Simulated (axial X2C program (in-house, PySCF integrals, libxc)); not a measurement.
## TaN: properties at the nuclei

Calculated with an in-house all-electron X2C program for linear molecules (integrals from PySCF): two-component X2C with atomic mean-field Coulomb and Gaunt terms, Gaussian nuclei, basis Ta dyall-cv3z, N dyall-av3z with contracted cores.

R = 1.674 Å (near the PBE0 minimum at charge 0 of the determinant lowest at the starting distance; the state shown can have its own minimum elsewhere).

Determinant lowest in the PBE0 search, Ω = 0 (closed shell), highest spinor 56% Ta s, 15% N p, 12% Ta d:

| level | qzz Ta (a.u.) | qzz N (a.u.) | μ (D) |
| --- | --- | --- | --- |
| PBE0 | -10.13 | -0.69 | -3.56 |
| HF | -8.74 | -0.86 | -4.16 |
| PBE50 | -9.55 | -0.75 | -3.83 |
| TPSSh | -10.44 | -0.68 | -3.43 |
| BHandHLYP | -9.88 | -0.77 | -3.88 |

Determinant 0.04 eV from it at PBE0 and this distance, Ω = 1 (⟨Sz⟩ = -1.00, ⟨Lz⟩ = 2.00 at PBE0), spin on the atoms Ta -1.14, N 0.14:

```tsv
level	Eeff magnitude (GV/cm)	Ws magnitude Ta (kHz)	A∥/gI Ta (MHz)	qzz Ta (a.u.)	A∥/gI N (MHz)	qzz N (a.u.)	μ (D)
PBE0	36.7	33.8	-4790	-4.89	-17	-0.56	-4.89
HF	60.1	55.7	-3340	-4.03	40.5	-0.60	-4.93
PBE50	41.3	38.1	-4700	-4.17	-13.7	-0.60	-5.22
TPSSh	34.6	31.8	-4740	-5.19	-17.4	-0.54	-4.71
BHandHLYP	39.8	36.7	-4860	-4.35	-16.3	-0.61	-5.29
```

Eeff is the effective electric field on the electron electric dipole moment in this Ω state and Ws the scalar–pseudoscalar constant of the nucleus named (defined with the proton number Z and per Ω); A∥ (defined per Ω) follows by multiplying with gI = μI/(I μN); qzz is the electric field gradient, eQq0 = 234.96 MHz × Q/barn × qzz; μ is positive if the N end (last atom) is positive. The operators were transformed with the bare-nucleus X2C matrices; with these basis sets, hyperfine constants and field gradients can be off by tens of per cent, and where levels differ in sign neither size nor sign is settled.

Q: With Q(181Ta) = 3.17 barn, Q(14N) = 0.02044 barn (Q from Pyykkö, Mol. Phys. 2018), turn the PBE0 values of the first state into constants in MHz.

A: eQq0(181Ta) = 234.96 × (3.17) × (-10.13) = -7550 MHz; eQq0(14N) = 234.96 × (0.02044) × (-0.69) = -3.31 MHz.

Each state is one determinant with collinear spin, which with several unpaired electrons need not be a pure state. Unrestricted Hartree–Fock can overshoot spin polarisation at the nuclei. With several open shells hyperfine constants can be off by a factor of several. Open-shell Ω = 0 determinants with evenly filled partner blocks cannot be reached by this program, so the Ω shown need not be the lowest component. At HF, PBE50 a later determinant lies lower. States lie within half an eV, so the first need not be the ground state. Further determinants of the search, some of them spin-mixed, are not shown. PBE0 term energies can be off by some tenths of an eV.
